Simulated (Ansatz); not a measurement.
ClH4O2Si2, SMILES `O[SiH][SiH](O)Cl` radical, relaxed with UKS PBE0-D4/def2-TZVP in Ansatz 0.2.0 from a GFN2-xTB geometry. The force threshold is 0.005 eV/Å; the program also tests the step.

Charge 0, multiplicity 2.

Start:

```xyz
9

O    -0.384   -1.924   -1.255
Si   -0.565   -1.160    0.185
Si    0.286    0.918   -0.124
O     0.283    1.329    1.454
Cl   -1.019    2.153   -1.116
H    -0.590   -2.840   -1.410
H     0.018   -2.049    1.209
H     1.577    1.343   -0.691
H     0.394    2.229    1.747
```

Q: By how much does the energy fall, and how many steps does the optimiser take? (Best estimate.)

A: Ansatz gave: 20.24 kJ/mol, in 17 steps, 1 of them rejected.

Q: Which bonds change most? (An estimate is asked.)

A: Ansatz gave: Si2–Si3 from 2.267 to 2.335 Å; Si2–H7 from 1.476 to 1.499 Å; O1–Si2 from 1.640 to 1.655 Å; Si3–H8 from 1.473 to 1.488 Å.

Q: Give the relaxed structure. (Estimate.)

A: The calculation gave: 
```xyz
9

O    -0.602   -1.865   -1.350
Si   -0.547   -1.243    0.183
Si    0.245    0.948    0.029
O     0.136    1.531    1.558
Cl   -0.979    1.995   -1.260
H    -0.640   -2.819   -1.440
H     0.303   -2.109    1.062
H     1.615    1.148   -0.513
H     0.468    2.414    1.732
```
